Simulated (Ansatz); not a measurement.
Pulling on the Se1–H2 bond in H2OSe (SMILES O[SeH]) (multiplicity 1 held, fragments rigid). Energies count from the point at 1.482 Å.
Geometry at that point (charge 0, multiplicity 1):
```xyz
4

Se    -0.242    -0.063     0.281
H     -1.328    -0.387    -0.673
O      1.065     0.179    -0.961
H      1.046     1.112    -1.205
```

R- and RO- levels are restricted; in cc, def2 and unpolarised 6-31G sets they are followed outwards from rest. U- levels take the lowest unrestricted solution at each point, which mixes spins at long bonds. Active spaces are followed from a long bond inwards. Levels need not reach the same state.

Frozen-core correlation. Filled d and f shells under p-block atoms count as core.

The values were computed with Ansatz (a program for electronic structure) with Gaussian orbitals. 

Energies in kJ/mol.

| R (Å) | R-PBE/cc-pVTZ | U-CCSD(T)/cc-pVTZ | FIC-MRCISD on CASSCF(4,3)/cc-pVTZ | FIC-MRCISD+Q on CASSCF(4,3)/cc-pVTZ |
|---|---|---|---|---|
| 1.185 | 151 | 144 | 143 | 143 |
| 1.333 | 31 | 26 | 26 | 26 |
| 1.482 | 0 | 0 | 0 | 0 |
| 1.630 | 13 | 18 | 18 | 18 |
| 1.778 | 46 | 56 | 56 | 56 |
| 2.000 | 109 | 124 | 123 | 123 |
| 2.222 | 171 | 190 | 183 | 183 |
| 2.593 | 258 | 271 | 254 | 254 |
| 2.963 | 320 | 300 | 289 | 290 |
| 3.408 | 369 | 308 | 304 | 306 |
| 4.000 | 406 | 310 | 310 | 311 |
| 4.741 | 426 | 310 | 311 | 313 |

Doubts at one or more of the structures used: a restricted determinant that unrestricted orbitals would lower (R-PBE/cc-pVTZ); a spin-contaminated determinant (U-CCSD(T)/cc-pVTZ); T1 above 0.05 (U-CCSD(T)/cc-pVTZ); the program's own flag: large difference (U-CCSD(T)/cc-pVTZ); active orbitals that take no part (FIC-MRCISD on CASSCF(4,3)/cc-pVTZ, FIC-MRCISD+Q on CASSCF(4,3)/cc-pVTZ).
